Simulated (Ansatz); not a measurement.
The geometry has D3h symmetry (within 0.05 Å) and had no frequency check at the DFT level, so a distortion to lower symmetry isn't ruled out.

All values below come from frozen-core CCSD(T)/def2-SVP // B3LYP-D3(BJ)/def2-SVP in Ansatz (a program for electronic structure). The restricted HF reference is unstable towards unrestricted orbitals.

Ansatz 0.2 input:
```yaml
crystal:
  periodic: [false, false, false]
  atoms:
    - { symbol: N, position_ang: [-0.476314, -3.884993, -1.390617] }
    - { symbol: C, position_ang: [0.123228, -2.9012, -1.246234] }
    - { symbol: C, position_ang: [0.865962, -1.692721, -1.071215] }
    - { symbol: C, position_ang: [2.183831, -1.611583, -1.618338] }
    - { symbol: N, position_ang: [3.254055, -1.5502, -2.064428] }
    - { symbol: C, position_ang: [0.324673, -0.634632, -0.401657] }
    - { symbol: C, position_ang: [-0.756142, -0.054239, 0.308122] }
    - { symbol: C, position_ang: [-2.016871, -0.144613, 0.821192] }
    - { symbol: C, position_ang: [-2.596211, 0.954107, 1.528203] }
    - { symbol: N, position_ang: [-3.070907, 1.844154, 2.10319] }
    - { symbol: C, position_ang: [-2.782517, -1.341438, 0.665964] }
    - { symbol: N, position_ang: [-3.408379, -2.31154, 0.542137] }
    - { symbol: C, position_ang: [0.431667, 0.688824, 0.094139] }
    - { symbol: C, position_ang: [1.151267, 1.83707, 0.250825] }
    - { symbol: C, position_ang: [2.472931, 1.946968, -0.281924] }
    - { symbol: N, position_ang: [3.546906, 2.040884, -0.713069] }
    - { symbol: C, position_ang: [0.598848, 2.95308, 0.952276] }
    - { symbol: N, position_ang: [0.154172, 3.862172, 1.521435] }
basis:
  gaussian: { orbitals: def2-SVP }
correlation:
  method: ccsd_t
```

Output:

```
Functional definition: HF
2604 factors; integrals over basis functions are off by at most 8.3e-4 eV
mean field evaluation 1: about -21211.4848 eV, gradient 7.9e1 eV
mean field evaluation 2: about -21214.2988 eV, gradient 8.0e1 eV
mean field evaluation 4: about -21231.4554 eV, gradient 8.0e0 eV
mean field evaluation 8: about -21231.8572 eV, gradient 7.2e-1 eV
mean field evaluation 16: about -21231.8604 eV, gradient 2.2e-6 eV
mean field evaluation 32: about -21229.6155 eV, gradient 2.8e1 eV
mean field evaluation 64: about -21206.4352 eV, gradient 3.0e1 eV
mean field -21231.86039041 eV, -780.2564778758 hartree, gradient 2.1e-6 eV, S^2 0.000000; 1 other end points of the search recorded, 0 dependent functions left out; unrestricted orbitals would lower it
18 core orbitals not correlated
reference -21231.86039041 eV, -780.2564778758 hartree; 39, 39 occupied and 195, 195 virtual orbitals, 2604 factors
second order -66.08624523 eV of doubles, -0.00000000 eV of singles
cycle   1  -63.11629860 eV  change     3.0e0 eV  update   2.6e-1
cycle   2  -65.49380574 eV  change    -2.4e0 eV  update   9.3e-2
cycle   3  -66.08484950 eV  change   -5.9e-1 eV  update   4.0e-2
cycle   4  -66.15570046 eV  change   -7.1e-2 eV  update   1.7e-2
cycle   5  -66.17684775 eV  change   -2.1e-2 eV  update   6.1e-3
cycle   6  -66.19094292 eV  change   -1.4e-2 eV  update   2.3e-3
cycle   7  -66.19046069 eV  change    4.8e-4 eV  update   6.3e-4
cycle   8  -66.19019677 eV  change    2.6e-4 eV  update   2.9e-4
cycle   9  -66.19031982 eV  change   -1.2e-4 eV  update   1.2e-4
cycle  10  -66.19032857 eV  change   -8.7e-6 eV  update   6.6e-5
cycle  11  -66.19015795 eV  change    1.7e-4 eV  update   3.2e-5
cycle  12  -66.19019116 eV  change   -3.3e-5 eV  update   1.1e-5
perturbative correction -3.44422683 eV, -0.1265730013 hartree
Total energy: -21301.49480840 eV, -782.8154955368 hartree
```

Cost: around 60 core-minutes (rough).
